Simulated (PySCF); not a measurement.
**C₆ coefficients of unlike pairs at UHF**

Calculated with PySCF 2.14 from the dipole response of each species, C₆(A,B) = (3/π) ∫ α_A(iu) α_B(iu) du, in atomic units, from isotropic polarisabilities. For ions this is the dispersion term alone; charge-induced terms of lower order in 1/R come first.

```json
{"species": "Al", "configuration": "[Ne] 3s2 3p1 (2P)", "basis": "dyall-av2z (13s9p2d)", "relativity": "none", "α (bohr³)": "60.23", "C₆ (like pair)": "549.6"}
{"species": "Tl", "configuration": "[Xe] 4f14 5d10 6s2 6p1 (2P)", "basis": "aug-cc-pVTZ-DK3 (9s8p6d3f)", "relativity": "spin-free X2C", "α (bohr³)": "77.95", "C₆ (like pair)": "841.5"}
{"species": "C-", "configuration": "[He] 2s2 2p3 (4S)", "basis": "aug-cc-pCVTZ-DK with one added diffuse shell each of s, p, d, f type (8s7p5d3f)", "relativity": "spin-free X2C", "α (bohr³)": "49.24", "C₆ (like pair)": "342.6"}
{"species": "Ne(3+)", "configuration": "[He] 2s2 2p3 (4S)", "basis": "dyall-av3z (15s9p3d2f)", "relativity": "none", "α (bohr³)": "0.7144", "C₆ (like pair)": "0.6111"}
```

Q: Estimate C₆ for Ne(3+) with C-.

A: The integral gives 9.840. The combination rule 2 C_A C_B / (C_A α_B/α_A + C_B α_A/α_B) gives 8.892 and the geometric mean 14.47.

No spin-orbit coupling is included.

The other pairs:

| pair | C₆ |
| --- | --- |
| C-, Al | 432.3 |
| C-, Tl | 536.0 |
| Tl, Al | 675.2 |
| Ne(3+), Tl | 15.97 |
| Ne(3+), Al | 11.63 |
